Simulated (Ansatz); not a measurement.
GeH$_{9}$NSi$_{2}$ (`[SiH3][SiH2][NH][GeH3]`) at its PBE0-D4/def2-TZVP geometry, where that method's forces vanish. Total charge 0; spin multiplicity 1.

```xyz
13

Si    0.2788   -2.5404   -0.3298
Si   -0.7877   -0.4953    0.0823
N     0.3810    0.7270    0.4125
Ge    0.2251    2.5281    0.0644
H     1.0880   -2.4807   -1.5773
H    -0.7134   -3.6437   -0.4548
H     1.1957   -2.8665    0.8000
H    -1.5555   -0.0543   -1.1149
H    -1.7850   -0.7009    1.1785
H     1.1165    0.4928    1.0628
H    -0.4498    3.2806    1.2298
H     1.6376    3.0961   -0.1517
H    -0.6314    2.6573   -1.2019
```

**Question.** What forces (eV/Å) does r2SCAN-D4/def2-TZVPP give on these atoms in Ansatz 0.2.0? (Estimate.)

**Answer.** Ansatz gave: 
```
Si1  0.005 -0.021 -0.003
Si2 -0.055 -0.034 -0.015
N3   0.003 -0.008 -0.031
Ge4  0.002  0.119 -0.028
H5  -0.010 -0.007  0.025
H6   0.026  0.017  0.003
H7  -0.015  0.000 -0.025
H8   0.005 -0.005  0.024
H9  -0.001  0.001 -0.013
H10  0.036  0.007  0.028
H11  0.023 -0.027 -0.042
H12 -0.063 -0.029  0.012
H13  0.043 -0.013  0.064
```
